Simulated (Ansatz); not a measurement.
`N[SiH2][SiH2]S` + `[SiH3][O][GeH3]` → `N[SiH2][SiH3]` + `S[SiH2][O][GeH3]`  (redistribution)

Computed with Ansatz on PBE0-D4/def2-TZVP structures; ΔE is electronic, products minus reactants. CCSD(T)/CBS is the MP2 limit (def2-TZVPP, def2-QZVPP) plus CCSD(T) − MP2 in def2-TZVPP, frozen cores. This one scheme is used for every species. Functionals use def2-TZVPP. HSE06 is defined as in plane-wave codes. For Ge outer-core shells are correlated without core-valence functions, which leaves a few kJ/mol of doubt a bond. Scalar relativity is left out up to krypton. One conformer a species, not always the lowest.

```csv
species,HSE06 energy (Eh)
`N[SiH2][SiH2]S`,-1035.77168
`[SiH3][O][GeH3]`,-2444.93102
`N[SiH2][SiH3]`,-637.67266
`S[SiH2][O][GeH3]`,-2843.03708
```

(1) Work out ΔE.

Largest T1 diagnostic among the species: 0.012.

Answers

(1) ΔE = (-637.67266) + (-2843.03708) − (-1035.77168) − (-2444.93102) = -0.00704 Eh = -18.5 kJ/mol. CCSD(T)/CBS gives -17.4 kJ/mol.

In def2-TZVPP, CCSD(T) changes the Hartree–Fock value by −4.7 kJ/mol (the triples alone add −0.8 kJ/mol) and MP2 by −3.4 kJ/mol. Leaving LDA and LC-ωPBE aside and taking each functional with its dispersion term where it has one, the values, not all of them listed here, spread over 4.2 kJ/mol, from B97M-V to BHLYP-D4.
